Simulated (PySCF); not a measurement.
All numbers come from PySCF, PBE0, basis Ge def2-TZVP, H def2-TZVP (no relativity, density fitting). Open shells, if any, are unrestricted.

What shape and geometry does isolated singlet GeH₄ take (every ligand bound to Ge)?

Counting electrons, germanium keeps none of its valence electrons outside its bonds, so the VSEPR class is AX4 and the expected shape is tetrahedral (Td), as computed. The lowest minimum found is a singlet of Td symmetry with Ge–H 1.534 Å (×4); H–Ge–H 109.5° (×6). Its harmonic wavenumbers are 822 (t2), 924 (e), 2169 (a1), 2174 (t2) cm⁻¹ and its dipole moment is 0.00 D.
